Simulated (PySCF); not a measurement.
Isomers of C6H12OSi2, one GFN2-xTB conformer each. Single-point energies are computed at PBE0/pcSseg-1 (PySCF, gas phase, no added dispersion term), electronic only.

```json
{"SMILES": "C#C[SiH2]CC(=O)CC[SiH3]", "GFN2-xTB relative energy (kJ/mol)": "295.0"}
{"SMILES": "C#C[Si@@H](OC1CC1)[SiH2]C", "GFN2-xTB relative energy (kJ/mol)": "255.1"}
{"SMILES": "CC#C/C=C\\C[SiH2]O[SiH3]", "GFN2-xTB relative energy (kJ/mol)": "0.0"}
```

Conformers: `[CH:1]#[C:2][SiH2:3][CH2:4][C:5](=[O:6])[CH2:7][CH2:8][SiH3:9]` with C2–Si3–C4–C5 177°, Si3–C4–C5–O6 80°, C4–C5–C7–C8 -165°, C5–C7–C8–Si9 -45°; `[CH:1]#[C:2][Si@@H:3]([O:4][CH:5]1[CH2:6][CH2:7]1)[SiH2:8][CH3:9]` with C2–Si3–O4–C5 -53°, Si3–O4–C5–C6 83°, C2–Si3–Si8–C9 -45°; `[CH3:1][C:2]#[C:3]/[CH:4]=[CH:5]\[CH2:6][SiH2:7][O:8][SiH3:9]` with C4–C5–C6–Si7 97°, C5–C6–Si7–O8 -179°.

Q: What does PBE0/pcSseg-1 give for the same structures?

A: 
| SMILES | PBE0/pcSseg-1 E (Eh) | PBE0/pcSseg-1 (kJ/mol) | GFN2-xTB (kJ/mol) | point group |
| --- | --- | --- | --- | --- |
| CC#C/C=C\C[SiH2]O[SiH3] | -889.38901 | 0.0 | 0.0 | C1 |
| C#C[Si@@H](OC1CC1)[SiH2]C | -889.33855 | 132.5 | 255.1 | C1 |
| C#C[SiH2]CC(=O)CC[SiH3] | -889.33090 | 152.6 | 295.0 | C1 |

Both levels put the same isomer lowest; measured from each level's own lowest isomer, the values differ by up to 142.4 kJ/mol (C#C[SiH2]CC(=O)CC[SiH3]: 295.0 against 152.6). As drawn, the lowest has an Si–O bond and a C=C bond outside aromatic rings, which the highest lacks; the highest has a C=O bond, which the lowest lacks.

Q: Which frontier levels, dipoles and rotational constants go with these structures?

A: 
| SMILES | HOMO (eV, PBE0/pcSseg-1) | LUMO (eV) | dipole (D) | A, B, C (MHz) |
| --- | --- | --- | --- | --- |
| CC#C/C=C\C[SiH2]O[SiH3] | -6.38 | -0.56 | 0.95 | 1578, 496.6, 405.3 |
| C#C[Si@@H](OC1CC1)[SiH2]C | -7.57 | -0.55 | 1.29 | 1432, 749.9, 614.7 |
| C#C[SiH2]CC(=O)CC[SiH3] | -7.47 | -1.06 | 4.24 | 3563, 441.3, 425.8 |
